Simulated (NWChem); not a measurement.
System: GeH3OF; SMILES [GeH2]([OH])[F]

```xyz
6

Ge    -0.3395    -0.0004    -0.0023
O      0.7245    -1.4309    -0.0646
F      0.6776     1.4371    -0.0189
H     -1.1463    -0.0380    -1.3147
H     -1.1384     0.0827     1.3247
H      1.2547    -1.5177     0.7495
```
Atoms are numbered in this order, from 1.

Results from NWChem. Pople sets run with spherical d functions. Structure relaxed at the PBE-D3(BJ)/def2-SVP level. LC-ωPBE (HJS hole) with 6-31G*; x = 1 − exp(−ω/0.25 bohr⁻¹) is a scale chosen for this fit.

```csv
row,x,−ε(HOMO) (eV)
ω = 0.05,0.181,7.96
ω = 0.15,0.451,9.37
ω = 0.35,0.753,withheld
ω = 0.50,0.865,12.42
```

Q: Fit a straight line of the last column on the one before it, predict the withheld value, and compare with the run.

A: 
1. Means of the 3 shown rows: x = 0.4990, y = 9.917. Slope Σ(x − x̄)(y − ȳ)/Σ(x − x̄)² = 1.565/0.2374 = 6.591; intercept 6.628.
2. The shown rows scatter about the line by 0.164 (root mean square); the largest residual is -0.23, at ω = 0.15.
3. At x = 0.753 (ω = 0.35; inside the shown range) the line gives 11.59.
4. The run gives 11.44, -0.15 from the line, 0.9 times the scatter.
